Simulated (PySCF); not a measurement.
**Which orbitals make which state**

Species: C5H6O2.
Numbering: `[CH2:1]=[CH:2][O:3][C:4](=[O:5])[CH:6]=[CH2:7]` (hydrogens: H8, H9 on C1; H10 on C2; H11 on C6; H12, H13 on C7)

Geometry (GFN2-xTB, Å), atoms numbered from 1 in this order:
```xyz
13
C5H6O2 angstrom
C     -2.9737   -0.2353    0.1955
C     -1.8103    0.3797    0.0918
O     -0.6316   -0.3216    0.1367
C      0.5310    0.3601    0.0292
O      0.6010    1.5548   -0.1070
C      1.6728   -0.5721    0.1017
C      2.9217   -0.1356    0.0195
H     -3.0348   -1.3022    0.3172
H     -3.8916    0.3195    0.1594
H     -1.6949    1.4495   -0.0323
H      1.4182   -1.6138    0.2249
H      3.1204    0.9167   -0.1030
H      3.7676   -0.7992    0.0700
```

Level of theory: TDDFT wB97X-D/def2-SVPD, vertical, gas phase, core orbitals frozen in the response in PySCF 2.14.0, density-fitted response routines.

Orbital energies (eV): HOMO-3 -12.36, HOMO-2 -10.42, HOMO-1 -10.42, HOMO -9.33, LUMO 0.01, LUMO+1 2.22, LUMO+2 2.45.

**Question.** Among the lowest singlets, which states do these configurations lead, and at what energies: HOMO→LUMO+1, HOMO→LUMO?

**Answer.** 

```
state  leading configuration  weight  Δε (eV)  E (eV)  E − Δε (eV)      f  other configurations
   S2              HOMO→LUMO    0.96     9.34    5.76        -3.58  0.395                     –
   S6            HOMO→LUMO+1    0.91    11.55    7.58        -3.97  0.241                     –
```

E − Δε runs from -3.97 to -3.58 eV. Among themselves, these states come in the order of their orbital differences. Δε is the difference of the two orbital energies.

H and L stand for HOMO and LUMO. The other states: S1 5.05 eV, f 0.0001, H-2→L (70%), H-1→L (25%); S3 6.41 eV, f 0.285, H-1→L (71%), H-2→L (25%); S4 7.49 eV, f 0.0009, H-3→L (54%), H-5→L (39%); S5 7.54 eV, f 0.068, H→L+2 (58%), H→L+3 (36%); S7 7.87 eV, f 0.0001, H-5→L (47%), H-3→L (34%); S8 8.34 eV, f 0.0000, H-2→L+1 (67%), H-1→L+1 (24%).

Triplets, Tamm–Dancoff:

```json
{"state": "T1", "E (eV)": "3.95", "λ (nm)": "314.0", "main configurations (H = HOMO, L = LUMO)": "H-1→L (61%), H-2→L (22%)"}
{"state": "T2", "E (eV)": "4.27", "λ (nm)": "290.1", "main configurations (H = HOMO, L = LUMO)": "H→L+1 (47%), H→L (43%)"}
{"state": "T3", "E (eV)": "4.68", "λ (nm)": "265.1", "main configurations (H = HOMO, L = LUMO)": "H-2→L (68%), H-1→L (24%)"}
```

The run took 28 s on x86-64 server, one thread, on a shared host.

One conformer stands for the species.
